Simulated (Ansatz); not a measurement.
## Energy profile

The step: SiH₄O₃ ([OH][SiH]([OH])[OH]) → SiH₂O₃ ([O][Si]([OH])[OH]) + H₂; bonds formed: H2–H4; bonds broken: Si1–H2, O3–H4 (atoms numbered as in the saddle structure below).

```
8
angstrom
Si -0.2603 -0.1020 -0.1128
H 1.3789 -0.6733 -0.3778
O -0.7079 -1.5689 -0.3229
H 0.7438 -1.3682 -0.4398
O -0.4018 1.0477 -1.2318
O -0.1799 0.6365 1.3269
H -0.3346 1.9598 -0.9401
H -0.2383 0.0682 2.0984
```

Electronic energies by CCSD(T) at an estimated basis limit (MP2 extrapolated from triple and quadruple zeta, plus CCSD(T) − MP2 in triple zeta), on PBE0-D4/def2-TZVP structures; SiH₄O₃, singlet; no counterpoise correction. Computed with Ansatz 0.2.0 (basis: def2-TZVPP and def2-QZVPP); correlated methods freeze the cores. Extrapolation: Hartree–Fock as exp(−7.88 √X), correlation as X^−2.97.

Q: Give the profile in kcal/mol, counted from the start structure. (To be estimated.)

A: Computed:
| point | kcal/mol |
| --- | --- |
| start structure | 0.00 |
| saddle | 61.51 |
| end structure | 46.36 |
| separated: SiH₂O₃ (linked as [O][Si]([OH])[OH]; Si1, O3, O5, O6, H7, H8; singlet) + H₂ (H2, H4; singlet) | 47.50 |

The T1 diagnostic stays at or below 0.016.

For scale, one of the runs: CCSD(T)/def2-TZVPP, 191 basis functions, launched by `ansatz run in.yaml --threads 2 --pin off --events-out ev --progress --plain --max-ram 4352MiB`. The run took 48 s on 2 CPU threads of an Intel Xeon Platinum 8259CL (shared host), with 2.2 GiB of host memory at its peak.
